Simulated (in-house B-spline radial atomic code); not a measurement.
Computed with a B-spline radial atomic code. Model: two electrons, singlet ground state, non-relativistic, full CI in B-splines with partial waves to l = 8 (at full coupling up to 3e-4 hartree above the limit, correlation up to 0.6 % small), density held at that of full coupling by Lieb maximisation.

Along the adiabatic connection the electron repulsion is scaled by a coupling λ while a local potential keeps the density fixed. At λ = 0 the system is the Kohn-Sham one and W equals the exchange energy; the exchange-correlation energy is the area under W between 0 and 1. The kinetic energy rises with λ as the electrons avoid each other, with dT/dλ = −λ dW/dλ.

Command:
```bash
python run_ac.py task.json out
```
Settings (lengths in bohr, energies in hartree):
```
potential              coulomb
strength               0.785
lmax                   8
wall_radius            3.82
```

Run time, properties included: 4.7 s on 1 thread of Intel(R) Xeon(R) Processor @ 2.30GHz, with other jobs on the host.

**W = mean repulsion less Hartree energy, and W of three functionals.**

Given: confinement point charge; nuclear charge 0.785; hard wall radius 3.82 bohr; external potential -Z/r.

Computed: LDA exchange minus exact 78.145 millihartree; PBE exchange minus exact 21.966 millihartree.

```csv
coupling,W xc (hartree),W xc minus exchange (millihartree),kinetic minus Kohn-Sham (millihartree),LDA (PW92) W minus its exchange (millihartree),PBE W minus its exchange (millihartree),SCAN W minus its exchange (millihartree)
0,-0.54155,0,0,0,0,0
0.02,-0.54346,-1.911,0.02,-10.51,-2.55,-1.89
0.05,-0.54626,-4.714,0.12,-20.98,-6.34,-4.62
0.12,-0.55252,-10.97,0.65,-38.92,-14.78,-10.65
0.25,-0.56317,-21.624,2.6,-62.82,-28.91,-20.85
0.4,?,?,?,?,?,?
0.6,-0.58678,-45.235,12.45,-104.78,-59.15,-43.6
0.8,-0.59769,-56.146,20.06,-121.86,-72.83,-54.32
1,-0.60717,-65.624,28.57,-136.09,-84.67,-63.8
1.4,-0.62282,-81.274,47.22,-158.85,-104.25,-79.81
2,-0.64049,-98.946,76.98,-184.09,-126.71,-98.48
3,?,?,?,?,?,?
4.5,-0.67976,-138.21,197.06,-241.46,-179.62,-141.67
7,-0.69823,-156.68,301.02,-270.47,-207.01,-161.75
10,-0.71113,-169.58,409.08,-292.02,-227.53,-174.85
```

**Question.** What belongs in the row 0.4?

**Answer.** W xc (hartree): -0.5741; W xc minus exchange (millihartree): -32.555; kinetic minus Kohn-Sham (millihartree): 6.14; LDA (PW92) W minus its exchange (millihartree): -83.43; PBE W minus its exchange (millihartree): -43.06; SCAN W minus its exchange (millihartree): -31.32.

**Question.** What belongs in the row 3?

**Answer.** W xc (hartree): -0.6607; W xc minus exchange (millihartree): -119.15; kinetic minus Kohn-Sham (millihartree): 126.77; LDA (PW92) W minus its exchange (millihartree): -213.14; PBE W minus its exchange (millihartree): -153.24; SCAN W minus its exchange (millihartree): -120.52.

**Question.** What is the SCAN exchange minus exact?

**Answer.** 1.0331 millihartree.

**Energy parts, natural occupations and partial-wave weights.**

Computed: total energy 0.0170 hartree; exchange energy -0.54155 hartree; correlation energy -0.037056 hartree; kinetic part of the DFT correlation energy 0.028568 hartree; kinetic part over minus potential part 0.43533; Kohn-Sham kinetic 0.78476 hartree; Lieb Oxford ratio E_xc over LDA exchange 1.2486.

```json
{"natural": "s", "occupation of the shell (electrons)": "1.9566"}
{"natural": "p", "occupation of the shell (electrons)": "0.036639"}
{"natural": "s", "occupation of the shell (electrons)": "0.0051424"}
{"natural": "d", "occupation of the shell (electrons)": "?"}
{"natural": "p", "occupation of the shell (electrons)": "0.00032425"}
{"natural": "f", "occupation of the shell (electrons)": "0.0001162"}
```

**Question.** What belongs in the row d?

**Answer.** occupation of the shell (electrons): 0.0010118.

```
wave      weight
   s     0.98089
   p     0.01849
   d  0.00053323
   f           ?
   g  1.4237e-05
```

**Question.** What belongs in the row f?

**Answer.** weight: 6.4372e-05.

**Question.** What is the Hartree energy?

**Answer.** 1.0831 hartree.

**Question.** What is the initial slope twice GL2?

**Answer.** -0.0964 hartree.

Half-way to full coupling W has made 59 % of its drop, against 50 % for a straight line, and second-order (GL2) theory, half the initial slope, overshoots the correlation energy by about 30 %: a marked bend. Over couplings 0 to 1 the errors in E_xc come to about +28 millihartree for LDA, +11 millihartree for PBE, +2.3 millihartree for SCAN, so SCAN is nearest. In LDA and PBE the errors of exchange and correlation have opposite signs, so the sum is smaller than the larger of the two.
